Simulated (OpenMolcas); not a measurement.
# Ni2+: effect of the metal basis and ligand basis

Ni2+ with 6 ligands (fluoride) in octahedral coordination (Oh) at 2 Å. A charge of +0.667 e stands 2.4 Å behind each ligand.

- Program: OpenMolcas
- Method: SS-CASPT2, IPEA 0.25 Eh, imaginary shift 0.1 Eh (closed shells correlated: 3s 3p and the ligand valence shells)
- Spin-orbit coupling: RASSI with atomic mean-field integrals over the reference wave functions

Fixed: active space 8 electrons in 5 orbitals (3d), DKH2 Hamiltonian.

States (labels of O, the rotations of Oh). Energies in cm-1 above the lowest state or level, χT in cm3 K/mol.

```csv
Run,Metal basis,Ligand basis,Ground state,First state of that spin,First gap with spin-orbit (degeneracies),χT at 300 K,First state of another spin,Cost
A,ANO-RCC-VDZP,ANO-RCC-VDZP,3A2,3T2 7550,"7230 (3, 2)",1.411,1E 14790,roughly 40 core-seconds
B,ANO-RCC-VTZP,ANO-RCC-VTZP,3A2,3T2 7100,"6780 (3, 2)",1.431,1E 14060,roughly 7 core-minutes
```

Against A, the first state of the same spin changes by -6.0 % in B.

Costs are those of the CASPT2 steps.

Roots that are degenerate in the reference are averaged as groups; the widest CASPT2 spread within a group is 72 cm-1 (the 3-fold group of multiplicity 3 near 7100 cm-1 above the lowest state of its run, B). Shifts and gaps below about the spread of the groups concerned are not significant. Over all roots computed the reference weight is 0.70 to 0.71 in A, 0.68 to 0.69 in B; a low but even weight reflects the number of correlated electrons. A single d shell leaves out the double-shell effect, which counts most for late 3d ions, where the CASPT2 field can be off either way by tens of per cent. Ligand-to-metal charge-transfer states are missing. These CASPT2 states fit no ligand-field parameters well, so their order and spin gaps are uncertain. For late 3d ions with one d shell CASPT2 can put B and the spin-flip bands somewhat low as well as high. With one d shell and no ligand orbital active, 10Dq can be off by tens of per cent for divalent 3d ions, low with halides held by bare charges and at times high in hosts, and the orbital part of g and χT goes as 1/10Dq. Free-ion shares, where given, are those of the reference states; single-state CASPT2 does not remix them. No measured value stands beside these numbers; the geometry was imposed, not optimised, and the real ion may take another.
